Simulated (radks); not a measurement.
Values are calculated unless marked as measured or tabulated.
Neutral calcium inside a hard spherical wall (all orbitals vanish at R), configuration held at [Ar] 4s2 and not refilled when levels cross. Level of theory: non-relativistic Kohn-Sham, PBE, spin-polarised, spherical densities, point nucleus (a radial shooting solver on a logarithmic mesh with Libxc functionals). Eigenvalues in eV for spin up, with the zero of energy where the potential of the charges vanishes at infinity; a dash marks a level that is unbound or too diffuse for the functional's potential to be trusted. A positive occupied level is held by the wall or, in an anion where self-interaction has pushed it up, behind a barrier. The pressure on the wall is -dE/dV.

R (bohr)  E (hartree)  kinetic (hartree)    e(2p)    e(3s)    e(3p)   e(4s)  e(3d, empty)  e(4p, empty)  pressure (GPa)
free       -677.34882            676.672  -334.46  -46.686  -28.059  -3.753        -2.069        -1.418               0
15         -677.34880            676.672  -334.45  -46.684  -28.056  -3.752        -2.066        -1.409        0.000172
8          -677.33304            676.770  -333.70  -45.966  -27.348  -3.175        -1.431        -0.384           0.535
7          -677.30912            676.883  -333.02  -45.327  -26.720  -2.548        -0.854         0.572            1.75
6          -677.24894            677.120  -331.83  -44.241  -25.659  -1.228         0.167         2.474            6.04
5          -677.09117            677.655  -329.79  -42.440  -23.911   1.739         2.000         6.503            23.5
4          -676.62793            679.106  -325.78  -39.210  -20.780   9.357         5.670        16.123             116
1.5        -639.23156            774.949  -208.41   63.451   87.504  357.94        117.55        362.29           94700
